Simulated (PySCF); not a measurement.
## PrSCl, singlet: structure and spectrum

These are results of PBE0/[Pr def2-SVP with ECP28, S def2-SVP, Cl def2-SVP], scalar-relativistic core potentials, density fitting, no spin–orbit coupling, PySCF, not measurements.

The structure is a minimum.

```xyz
3
charge 0 multiplicity 1, angstrom
Pr   -0.0510    0.0000   -0.4326
S    -2.0004    0.0000    0.8177
Cl    2.0356    0.0000    1.0145
```

| Item | Value |
| --- | --- |
| Point group | Cs |
| Bond lengths | Pr–Cl 2.539 Å, Pr–S 2.316 Å |
| Bond angles | Cl–Pr–S 112.6° |
| Rotational constants | 0.2082, 0.06109, 0.04723 cm⁻¹ |
| Principal polarisabilities | 36.6, 52.8, 93.2 bohr³ |
| Dipole moment | 7.67 D |
| Enthalpy at 298.15 K above 0 K | 13.58 kJ/mol |
| Entropy at 298.15 K and 1 bar | 314.2 J/(mol K) |
| Rotational symmetry number | 1 |
| Zero-point energy | 5.3 kJ/mol |
| Principal quadrupole moments (Buckingham, traceless) about the centre of mass | -21.00, 8.19, 12.81 D Å |
| Highest occupied level | -6.19 eV |
| Heat capacity Cp at 298.15 K | 53.7 J/(mol K) |
| Lowest empty level | -2.28 eV |

Harmonic modes (masses in u: Pr 140.908, S 31.972, Cl 34.969):
| symmetry | ω (cm⁻¹) | IR (km/mol) | μ (u) | type |
| --- | --- | --- | --- | --- |
| a' | 85 | 7.4 | 38.28 | bend |
| a' | 324 | 78.7 | 41.61 | stretch |
| a' | 479 | 85.2 | 37.26 | stretch |

Charges (e):
```json
{"atom": "Pr1", "Mulliken": "0.83", "Löwdin": "0.26", "polar tensor": "1.61", "Mayer order to Pr1": "–"}
{"atom": "S2", "Mulliken": "-0.43", "Löwdin": "-0.11", "polar tensor": "-0.89", "Mayer order to Pr1": "2.28"}
{"atom": "Cl3", "Mulliken": "-0.41", "Löwdin": "-0.15", "polar tensor": "-0.72", "Mayer order to Pr1": "1.03"}
```

Mulliken populations on Pr1 (electrons outside its core potential): s 4.16, p 12.20, d 11.55, f 2.24.

Formally Pr is in oxidation state +3, with 2 electrons left for the f, d and s shells; the Mulliken f population is 2.24.

Stability towards spin polarisation was not tested. This need not be the most stable arrangement of these atoms.

The final relaxation and frequency run took roughly 3 core-minutes on a shared host.
